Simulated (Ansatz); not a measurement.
Job for Ansatz (a program for electronic structure): R-BHLYP/def2-TZVPP on HF (SMILES F).

Ansatz 0.2 input:
```yaml
crystal:
  periodic: [false, false, false]
  atoms:
    - {symbol: F, position_ang: [-0.00000000, 0.00000000, 0.46222970]}
    - {symbol: H, position_ang: [0.00000000, -0.00000000, -0.46222970]}
basis:
  gaussian:
    orbitals: def2-TZVPP
hamiltonian:
  xc: {name: BHLYP}
scf: {lower_state_search: off}
```

It printed:

```
WARN ansatz: RAYON_NUM_THREADS=4 ignored (pool sized by the plan → 4); use --threads N
Functional definition: BHLYP
these checks for a lower state are left out or cut short: stability, starts, cluster_reference, orbital_swaps, neighbouring_geometries, increment
integrals: 0.00 GiB planned
234 factors; their error is unknown
mean field: 0.08 GiB planned
mean field evaluation 1: about -2732.1480 eV, gradient 3.0e1 eV
mean field evaluation 2: about -2731.9688 eV, gradient 3.4e1 eV
mean field evaluation 4: about -2733.3996 eV, gradient 1.7e-1 eV
mean field evaluation 8: about -2733.4297 eV, gradient 2.4e-3 eV
mean field -2733.42974519 eV, -100.4516903506 hartree, gradient 6.7e-7 eV, S^2 0.000000; 0 other end points of the search recorded, 0 dependent functions left out
reference -2733.42980605 eV, -100.4516925870 hartree; 5, 5 occupied and 40, 40 virtual orbitals, 234 factors
Total energy: -2733.42980605 eV, -100.4516925870 hartree
Checks for a lower state left out: stability, starts, cluster_reference, orbital_swaps, neighbouring_geometries, increment
```

Self-consistency was reached.

Cost: about 0.22 core-seconds (a rough figure).
